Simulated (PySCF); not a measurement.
A structure optimised at PBE0-D3(BJ)/def2-SVP (Å):
```
atom  x, y, z in Å
C1     3.5417   -1.4499   -0.2731
C2     2.2581   -1.1248    0.4741
C3     1.5038    0.0541   -0.1251
C4     0.2150    0.4233    0.6212
C5    -0.4747    1.6327    0.0611
C6    -1.7484    1.3223   -0.2495
C7    -2.0034   -0.0899    0.0748
C8    -3.3141   -0.7674   -0.1396
C9    -0.8659   -0.6173    0.5816
H10    4.0758   -2.2956    0.1858
H11    4.2290   -0.5884   -0.2827
H12    3.3358   -1.7161   -1.3223
H13    1.6045   -2.0134    0.4836
H14    2.4877   -0.9083    1.5327
H15    2.1678    0.9364   -0.1412
H16    1.2491   -0.1593   -1.1777
H17    0.4822    0.6256    1.6799
H18    0.0137    2.6001   -0.0681
H19   -2.4934    1.9988   -0.6746
H20   -3.2814   -1.8193    0.1769
H21   -3.6057   -0.7387   -1.2027
H22   -4.1185   -0.2651    0.4229
H23   -0.7393   -1.6458    0.9233
```

Charge 0, singlet.

(1) Read off the bonds between heavy atoms and their formal orders.

(2) Write the SMILES.

(3) Name the point group.

(4) Which rings does it hold (smallest set)?

(5) Classify the heavy atoms.

(6) What is the arrangement about C8?

(7) What is the arrangement about C6?

Results:

(1) C1–C2 1.52 Å (single); C2–C3 1.52 Å (single); C3–C4 1.53 Å (single); C4–C5 1.50 Å (single); C5–C6 1.35 Å (double); C6–C7 1.47 Å (single); C7–C8 1.49 Å (single); C7–C9 1.35 Å (double); C4–C9 1.50 Å (single). Bonds to hydrogen (Å): C1–H10 1.10; C1–H11 1.10; C1–H12 1.10; C2–H13 1.10; C2–H14 1.10; C3–H15 1.10; C3–H16 1.10; C4–H17 1.11; C5–H18 1.09; C6–H19 1.09; C8–H20 1.10; C8–H21 1.10; C8–H22 1.10; C9–H23 1.09.

(2) `CCC[C@H]1C=CC(C)=C1`, C9H14.

(3) C1 (no symmetry element, even within 0.4 Å).

(4) C4–C5–C6–C7–C9 (5 members, 0.00 Å rms from planarity).

(5) C1: methyl carbon; C2: chain CH2 carbon; C3: chain CH2 carbon; C4: allylic carbon; C5: alkene CH carbon; C6: alkene CH carbon; C7: fully substituted alkene carbon; C8: allylic carbon; C9: alkene CH carbon.

(6) It has 4 neighbours (C7, H20, H21, H22) and is tetrahedral (angles from 106.7° to 111.6°).

(7) It has 3 neighbours (C5, C7, H19) and is planar (angles 126.3°, 124.2° and 109.5°, sum 360.0°, 0.00 Å off the plane of its three neighbours).

The numbers are calculated, not measured.
